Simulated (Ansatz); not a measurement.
This geometry of CH₆O₂Sn (10 atoms, charge 0, multiplicity 1) is a first-order saddle point.

These are results of RKS PBE0-D4/def2-SVP (Ansatz 0.2.0), not measurements.

```xyz
10
Properties=species:S:1:pos:R:3
Sn -0.670 0.033 1.167
O -0.631 0.023 -0.813
C 0.403 -0.565 -1.549
O 0.646 1.379 1.792
H 0.476 2.255 1.425
H -0.054 -1.435 1.785
H -2.269 0.504 1.529
H 1.301 -0.816 -0.951
H 0.734 0.121 -2.349
H 0.065 -1.499 -2.036
```

**Question.** Which two structures does it join? (They come from a converged band through this point; their orientation in space is the band's.)

**Answer.** No bond is made or broken.  The two ends are copies of one structure, up to a mirror image or an exchange of like atoms.

Image 0:

```xyz
10
Properties=species:S:1:pos:R:3
Sn -0.614 -0.005 1.211
O -0.731 -0.293 -0.749
C 0.408 -0.597 -1.500
O 0.543 1.576 1.520
H 0.193 2.374 1.107
H 0.247 -1.280 1.951
H -2.232 0.289 1.665
H 0.934 -1.507 -1.147
H 1.149 0.226 -1.513
H 0.105 -0.783 -2.545
```

Image 8:

```xyz
10
Properties=species:S:1:pos:R:3
Sn -0.690 -0.025 1.169
O -0.713 -0.110 -0.813
C 0.419 -0.511 -1.528
O 0.660 1.330 1.695
H 0.455 2.207 1.351
H -0.071 -1.476 1.822
H -2.277 0.464 1.564
H 1.272 0.187 -1.413
H 0.166 -0.545 -2.602
H 0.779 -1.521 -1.245
```

**Question.** How far does it lie above each of them?

**Answer.** 0.030 eV above the first and 0.030 eV above the second. This is the barrier of this one path; another mechanism may lie lower.

Time of the run: 9.8 min on 2 threads of Arm Neoverse N1 (shared host), peak memory 0.24 GiB.
